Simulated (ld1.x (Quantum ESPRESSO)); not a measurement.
# Ge (Z = 32): one change to a TM potential, before and after

```json
{
  "Element": "Ge (Z = 32)",
  "Generator": "ld1.x (Quantum ESPRESSO) 7.5",
  "Type": "norm-conserving Troullier–Martins (Kleinman–Bylander form)",
  "Functional": "BLYP",
  "Relativity": "scalar-relativistic",
  "Frozen core": "[Ar] 3d10",
  "Valence charge": "4",
  "Reference configuration": "4s1.5 4p2.5",
  "Partial waves": "4p (bound): rc 1.90 bohr; 4s (bound): rc 1.50 bohr",
  "Local potential": "the s channel",
  "Core correction": "none"
}
```

All-electron outer shells of the reference configuration (BLYP, scalar-relativistic, ld1.x):

```csv
shell,level (eV),outermost node (bohr),outermost maximum (bohr)
3p,-116.28,0.23,0.54
3d,-30.06,–,0.50
4s,-12.16,0.77,1.73
4p,-4.13,0.82,2.16
```

Change: wave 4s (bound): rc 1.50 bohr becomes 4s (bound): rc 2.28 bohr.

Cutoffs: the cutoffs (Ry, on a coarse ladder) from which the occupation-weighted sum of valence levels, in a spherical-Bessel basis at the reference potential, stays within 10 and 1 mRy of its value at 400 Ry; they do not see the model core or the augmentation charge, which bear on the density cutoff. Errors are all-electron minus pseudo energies relative to the spin-unpolarised reference configuration.

Question: How do hardness, ghosts and transferability respond?

Answer: The potential gets softer (25 Ry and 45 Ry → 15 Ry and 30 Ry); of the 7 tests that both files solve, the error grows in 1 and shrinks in 3 by more than 15 % and 0.3 meV (median size 9.4 → 9.2 meV); neither file shows a bound ghost. A larger radius leaves more room for a smooth pseudo-wave, so fewer plane waves are needed.

```tsv
quantity	base	changed
cutoff, loose	25 Ry	15 Ry
cutoff, tight	45 Ry	30 Ry
loose cutoff by channel (10 mRy a level)	p 6 Ry, s 15 Ry	p 6 Ry, s 10 Ry
bound ghosts	none	none
error for 4s2 4p2, meV [ΔE -3.98 eV]	+4.5	+3.3
error for 4s2 4p1, meV [ΔE 3.39 eV]	+21	+24
error for 4s2 4p0, meV [ΔE 18.84 eV]	+95	+138
error for 4s1 4p2, meV [ΔE 12.14 eV]	+9.4	+1.4
error for 4s1 4p0, meV [ΔE 53.79 eV]	+346	+390
error for 4s2 4p1.5, meV [ΔE -1.22 eV]	+9.0	+9.2
error for 4s1 4p3, meV [ΔE 4.05 eV]	+4.7	+3.7
```
